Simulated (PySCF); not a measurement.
**How methods differ on the ionisation energy of As²⁰⁺**

As²⁰⁺ [Ne] 3s2 3p1 (2P) → As²¹⁺ [Ne] 3s2 (1S), as a difference of total energies. All numbers are calculated (PySCF 2.14, the spin-free X2C one-electron Hamiltonian (Gaussian nucleus), in an even-tempered Gaussian basis (18 s from 1.7 bohr⁻², ratio 2.5; 12 p from 2.2 bohr⁻², ratio 2.5; 5 d from 10 bohr⁻², ratio 2.7; 4 f from 16 bohr⁻², ratio 2.7)). Correlated levels: outer shells: 1s2 frozen; virtual orbitals above 40 to 60 times the deepest correlated orbital energy dropped. The calculations carry no spin-orbit coupling.

```csv
method,ionisation energy (eV)
UHF,813.50
MP2 (outer shells),814.06
SCS-MP2 (outer shells),813.96
CCSD (outer shells),814.09
CCSD(T) (outer shells),814.10
```

**Question.** How much does correlation contribute at CCSD(T) (outer shells)?

**Answer.** 814.10 − (813.50) = 0.60 eV, measured against UHF.

A first-order spin-orbit estimate (lowest level to lowest level, LS coupling) adds 5.086 eV.

Breit and QED terms and the two-electron picture change are absent.

For comparison: 814 ± 4 eV (semi-empirical (NIST evaluation); NIST Atomic Spectra Database, ionization energies).
